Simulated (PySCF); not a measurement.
## Two-dimensional NMR puzzle

Compound of formula C7H10O. Correlations simulated from computed shifts and the bond graph:

HSQC (one-bond C–H):
```tsv
δH	δC
6.55	134.2
6.24	132.0
6.01	140.1
5.49	132.0
2.25	30.1
1.76	19.4
```

COSY cross peaks (H two or three bonds apart, from the bond graph; peaks can be absent where the dihedral angle is near 90°):
```tsv
δH	δH
6.55	6.01
6.24	5.49
6.01	1.76
```

HMBC (two and three bonds, from the bond graph):
```tsv
δH	δC
6.55	207.4, 156.1, 140.1, 132.0, 19.4
6.24	207.4, 156.1, 134.2
6.01	156.1, 134.2, 19.4
5.49	207.4, 156.1, 134.2
2.25	207.4, 156.1
1.76	140.1, 134.2
```

Carbons without hydrogens: δ 207.4, 156.1.

- shieldings: GIAO PBE0/pcSseg-1
- geometry from GFN2-xTB
- code: PySCF
- rapidly exchanging positions averaged, no solvent, no relativistic terms, one computed conformer

Scale: 1H (σ = 31.72 ppm) and 13C (σ = 186.93 ppm) against TMS (reference shieldings calculated alike).

Exchangeable hydrogens are left out of these lists.

Problem. Assemble the structure.

Solution. SMILES C=C(/C=C\C)C(C)=O.

Atom-mapped SMILES (the numbers label the heavy atoms): `[CH2:1]=[C:2](/[CH:3]=[CH:4]\[CH3:5])[C:6]([CH3:7])=[O:8]`. Hydrogens are named by the atom that carries them. Ha(C1) is cis to C3; Hb(C1) is trans to C3.

δC 207.4 is C6, a ketone carbonyl carbon. δC 156.1 is C2, an α carbon of a C=C–C=O unit. δC 140.1 is C4, an alkene CH (δH 6.01). δC 134.2 is C3, an alkene CH (δH 6.55). δC 132.0 is C1, a β carbon of a C=C–C=O unit (δH 6.24, 5.49). δC 30.1 is C7, a methyl carbon α to a carbonyl (δH 2.25). δC 19.4 is C5, an allylic methyl carbon (δH 1.76). HMBC from δH 6.55 reaches the proton-free carbons C6, C2. HMBC from δH 6.24 reaches the proton-free carbons C6, C2. HMBC from δH 6.01 reaches the proton-free carbon C2. HMBC from δH 5.49 reaches the proton-free carbons C6, C2. COSY links 6.55–6.01, 6.24–5.49, 6.01–1.76.

The shifts were computed for this structure.

Shifts are as computed. Against solution values, carbons near 30 ppm lie about +3 ppm off and those near 130 ppm about +5 ppm. Of 1211 compounds with measured shifts, 218 miss one by over three times the rms of a fit or turn the order of signals round; such compounds aren't used in these exercises.
